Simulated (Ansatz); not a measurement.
Isolated molecules relaxed with PBE0-D4/def2-TZVP in Ansatz; ΔE leaves out vibrations. CCSD(T)/CBS is the MP2 limit (def2-TZVPP, def2-QZVPP) plus CCSD(T) − MP2 in def2-TZVPP, frozen cores. This one scheme is used for every species. Functionals use def2-TZVPP. Each species was taken in one conformer, which may not be the lowest.

`C[SiH](F)[SiH](F)F` → `F[SiH](F)F` + `C[SiH]`  (silylene formation by 1,1-elimination)

`C[SiH](F)[SiH](F)F`:

Cartesian coordinates in Å:
```
C 0.458 -1.681 0.062
Si 0.351 0.023 0.792
F 1.832 0.576 1.085
Si -0.677 1.529 -0.702
F -0.983 2.916 0.019
F -2.082 0.904 -1.131
H 0.946 -2.369 0.756
H 1.020 -1.680 -0.874
H -0.547 -2.060 -0.143
H -0.385 0.006 2.084
H 0.066 1.837 -1.948
```

`F[SiH](F)F`:

```xyz
5

F    -0.672   -0.717   -1.211
Si    0.003   -0.026    0.031
F    -0.875    1.211    0.445
F     1.419    0.500   -0.407
H     0.124   -0.967    1.142
```

`C[SiH]`:

Z-matrix (Å, degrees):
```
C
Si 1 1.892
H 1 1.098 2 109.5
H 1 1.098 2 109.7 3 -115.3
H 1 1.091 2 113.8 3 122.2
H 2 1.531 1 94.2 3 58.0
```

```csv
level,ΔE (kJ/mol),difference from CCSD(T)/CBS
PBE-D4,204.3,18.0
r2SCAN-D4,208.0,21.7
ωB97X-V,204.5,18.2
PBE,195.6,9.3
PBE0,199.7,13.4
HF/def2-TZVPP,166.7,-19.6
CCSD(T)/def2-TZVPP,177.7,-8.6
HF/def2-QZVPP,166.0,-20.3
MP2/CBS(def2),198.6,12.3
CCSD/CBS(def2),182.9,-3.4
CCSD(T)/CBS,186.3,0
```

Largest T1 diagnostic among the species: 0.012.

In def2-TZVPP, CCSD(T) changes the Hartree–Fock value by +11.0 kJ/mol (the triples alone add +3.4 kJ/mol) and MP2 by +23.3 kJ/mol. From PBE to PBE0 (25 % exact exchange), in def2-TZVPP and without D4, ΔE moves by +4.1 kJ/mol. The D4 term adds +13.7 kJ/mol with B3LYP and +7.8 kJ/mol with PBE0; it sums over pairs of atoms, weighted by their polarisabilities, and B3LYP, whose exchange is more repulsive, gets the larger term.

CCSD(T)/CBS has its own doubt, a few kJ/mol and more with outer-core shells, so smaller differences from it don't rank the levels.

B3LYP here is the variant with VWN-RPA as its local correlation; programs differ in this.
